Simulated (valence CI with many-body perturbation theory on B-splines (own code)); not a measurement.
The numbers below are computed, except where a source is named.
Gd L: magnetic and hyperfine properties of the levels

Method: relativistic CI+MBPT: five valence electrons over a frozen Dirac-Fock core [Ne], radial functions for each j: 11 s, 11 p, 10 d, 8 f, 5 g, 2 h, with the one-electron correlation potential Σ1 (screened to all orders), the two-electron term Σ2, the three-electron term Σ3, Breit, model QED; selected single and double excitations, second order for the rest, scaled by the run's own slope (own B-spline code, finite nucleus).

No measured spectrum was set against this ion. As an estimate, large intervals hold to a few tenths of a per cent, small ones and those within an open d or f shell to about a per cent. Among the levels kept, up to 3200 cm⁻¹ of a level comes from second order outside the variational space, and about a tenth of that is noise between levels of different J, which matters for small intervals.

A/g_I is the dipole constant over the nuclear g factor μ/I (μ in nuclear magnetons, uniformly magnetised nucleus), B/Q the quadrupole constant per barn. Both hold the static response of the core; the bare values leave it out. Large factors of s and p1/2 electrons are usually good to 5 to 10 %; those of open d and f shells near neutrality can be off by tens of per cent, and small factors of p3/2, d and f electrons come from cancelling terms and can be off by a factor of two or in sign, in half-filled shells by more. B is blank for J = 1/2, where it vanishes, and for nearly pure S terms. Energies count from the lowest level.

Levels are named by their leading jj configuration (3d3/2^4 stands for four electrons in 3d with j = 3/2), which in mixed levels can hold well under half, so a name can repeat and another be missing. Letters in brackets count levels of one name in rising energy.

```csv
Level,E (eV),g,A/g_I (MHz),A/g_I bare,B/Q (MHz/b),B/Q bare
(3s^2 3p1/2^2 3p3/2) J=3/2,0.00,1.361,123000,123000,232000,228000
(3s^2 3p1/2 3p3/2^2) J=3/2,166.61,1.451,-33100,-29800,27600,27100
(3s^2 3p1/2 3p3/2^2) J=5/2,176.67,1.190,290000,286000,-585,-571
(3s^2 3p1/2 3p3/2^2) J=1/2,189.31,0.653,940000,921000,,
(3s^2 3p1/2^2 3d3/2) J=3/2,190.25,0.778,65100,66800,34300,35800
(3s^2 3p1/2^2 3d5/2) J=5/2,240.45,1.211,44100,45700,21300,23300
(3s 3p1/2^2 3p3/2^2) J=5/2,306.14,1.457,618000,607000,77400,76200
(3s 3p1/2^2 3p3/2^2) J=3/2,331.14,1.150,-316000,-305000,-38300,-37600
(3s 3p1/2^2 3p3/2^2) J=1/2,331.44,2.108,2530000,2480000,,
(3s^2 3p1/2 3p3/2 3d3/2) J=5/2 [a],355.30,0.956,218000,216000,-30100,-28700
(3s^2 3p3/2^3) J=3/2,357.46,1.297,131000,130000,-258000,-254000
(3s^2 3p1/2 3p3/2 3d3/2) J=3/2 [a],357.49,0.912,212000,210000,-149000,-147000
(3s^2 3p1/2 3p3/2 3d3/2) J=1/2 [a],357.70,0.207,346000,341000,,
(3s^2 3p1/2 3p3/2 3d3/2) J=7/2,365.46,1.040,214000,212000,238000,236000
(3s^2 3p1/2 3p3/2 3d3/2) J=5/2 [b],389.81,1.190,46000,48100,224000,221000
(3s^2 3p1/2 3p3/2 3d5/2) J=7/2 [a],396.59,1.305,-32000,-28700,264000,263000
(3s^2 3p1/2 3p3/2 3d3/2) J=3/2 [b],396.96,1.241,-6510,-3010,9990,9000
(3s^2 3p1/2 3p3/2 3d3/2) J=1/2 [b],397.17,1.673,644000,631000,,
(3s^2 3p1/2 3p3/2 3d5/2) J=3/2 [a],404.35,1.360,-97700,-92500,-92300,-90300
(3s^2 3p1/2 3p3/2 3d5/2) J=9/2,407.43,1.190,160000,159000,246000,245000
(3s^2 3p1/2 3p3/2 3d5/2) J=5/2 [a],408.21,1.137,221000,218000,-173000,-170000
(3s^2 3p1/2 3p3/2 3d5/2) J=7/2 [b],427.59,1.111,182000,180000,21800,23200
(3s^2 3p1/2 3p3/2 3d5/2) J=5/2 [b],428.34,1.249,-23500,-20600,38800,39500
(3s^2 3p1/2 3p3/2 3d5/2) J=3/2 [b],434.67,0.929,269000,265000,31700,31800
(3s^2 3p1/2 3p3/2 3d5/2) J=1/2,437.56,1.249,-282000,-273000,,
(3s 3p1/2 3p3/2^3) J=3/2 [a],484.78,1.450,458000,451000,-217000,-214000
(3s 3p1/2^2 3p3/2 3d3/2) J=5/2 [a],491.27,1.282,486000,478000,68800,67400
(3s 3p1/2^2 3p3/2 3d3/2) J=3/2 [a],493.15,1.295,310000,307000,-1800,-2840
(3s 3p1/2^2 3p3/2 3d3/2) J=1/2 [a],494.55,2.483,1500000,1470000,,
(3s 3p1/2 3p3/2^3) J=5/2,498.47,1.284,734000,720000,-283000,-279000
(3s 3p1/2^2 3p3/2 3d3/2) J=7/2,498.97,1.288,466000,459000,220000,218000
(3s 3p1/2^2 3p3/2 3d3/2) J=3/2 [b],514.33,0.997,194000,193000,-131000,-129000
(3s 3p1/2 3p3/2^3) J=1/2,515.58,1.351,-694000,-674000,,
(3s 3p1/2 3p3/2^3) J=3/2 [b],517.49,1.135,268000,264000,-18900,-18600
(3s 3p1/2^2 3p3/2 3d3/2) J=5/2 [b],526.21,0.875,-109000,-103000,147000,146000
(3s 3p1/2^2 3p3/2 3d3/2) J=1/2 [b],529.53,0.563,443000,434000,,
(3s 3p1/2^2 3p3/2 3d5/2) J=9/2,533.21,1.367,372000,367000,237000,236000
(3s 3p1/2^2 3p3/2 3d5/2) J=5/2 [a],546.48,1.389,539000,530000,-125000,-122000
(3s 3p1/2^2 3p3/2 3d5/2) J=7/2 [a],554.45,1.246,275000,272000,145000,145000
(3s 3p1/2^2 3p3/2 3d5/2) J=3/2 [a],554.72,1.152,-223000,-214000,-118000,-116000
```

(1) Take the isotope of mass number 157, with I = 3/2, μ = -0.3398 μN and Q = 1.35 b. What is the hyperfine structure of (3s^2 3p1/2^2 3d5/2) J=5/2?

Results:

(1) From the table A = -9990 MHz, B = 28800 MHz. Shifts from the centre of gravity in MHz: F = 1: 72600, F = 2: 29600, F = 3: -13300, F = 4: -30300.
